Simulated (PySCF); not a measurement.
A structure optimised at PBE0-D3(BJ)/def2-TZVP, used in a PySCF frequency run:

```xyz
5

Zn    -0.3961     0.0054     0.0000
H     -1.9190    -0.0249     0.0000
N      1.4188    -0.0783     0.0000
H      1.9348     0.2052     0.8194
H      1.9348     0.2052    -0.8194
```

Task: Write its SMILES, formula and point group.

Result: [NH2][ZnH], H3NZn, Cs

Task: What are its rotational constants (standard atomic weights)?

Result: 334.65, 10.172, 9.9329 GHz
